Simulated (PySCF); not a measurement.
**Polarisability and C₆ of Co⁻ (cobalt, charge -1)**

[Ar] 3d8 4s2, high-spin 3F determinant. Computed with PySCF 2.14 in aug-cc-pVTZ, with no relativity, point nucleus. Coupled (time-dependent) response in atomic units; α is the mean over directions.

```csv
method,mean α (bohr³),C₆ (like pair),S(−4)
wB97X,270.9,4316,52560
```

S(−4) is the Cauchy moment in α(ω) = α(0) + S(−4) ω² + …

α(iu) at wB97X:

| u (hartree) | α(iu) (bohr³) |
| --- | --- |
| 0 | 270.9 |
| 0.0500 | 185.9 |
| 0.100 | 102.9 |
| 0.200 | 42.40 |
| 0.300 | 23.46 |
| 0.500 | 11.16 |
| 0.750 | 6.464 |
| 1.00 | 4.473 |
| 1.50 | 2.654 |
| 2.00 | 1.800 |
| 3.00 | 1.009 |
| 5.00 | 0.4629 |

A single London oscillator, α(iu) = α/(1 + u²/ω²), gives C₆ = (3/4) ω α². Matching the computed C₆ needs ω = 4 × 4316 / (3 × 270.9²) = 0.0784 hartree.

For an ion, C₆ is the dispersion term alone; charge-induced terms of lower order in 1/R come first.
